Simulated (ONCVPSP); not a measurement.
# LDA (Perdew-Zunger) ONCV dataset for Cl, scalar-relativistic all-electron reference.

ONCVPSP 4.0.1 input, shortened (lines: element, Z, core and valence counts, functional; n l f; lmax; l rc ep ncon nbas qcut; lloc lpopt rc5 dvloc0; l nproj debl; icmod fcfact rcfact), LDA (Perdew-Zunger), scalar-relativistic:

```
  Cl 17.00    3    2        3      upf
    1    0    2.00
    2    0    2.00
    2    1    6.00
    3    0    2.00
    3    1    5.00
    2
    0    1.10    0.00    5   10    7.50
    1    1.10    0.00    4    7    6.00
    2    1.10    0.33    3    6   10.30
    2    5    1.10    0.00
    0    2    1.10
    1    2    0.70
    2    0    3.90
    3    4.25    1.60
```

- Cutoffs needed: 59 Ha and 230 Ha (the cutoffs (Ha) at which the residual kinetic energy of the hardest occupied pseudo-wave falls to 1 and 0.1 mHa per electron)
- Ghost test: ghosts flagged at negative energy: s at -220.5 eV, p at -2448.0 eV; GHOST(+) flags only above 600 eV; a true bound ghost makes a file unfit for plane-wave use
- Largest excitation error: -3.4 meV (all-electron minus pseudo) for 3s1 3p5, out of 4 test configurations
- rms error of d²Exc/dni dnj: 3.22 mHa without and 1.17 mHa with the model core
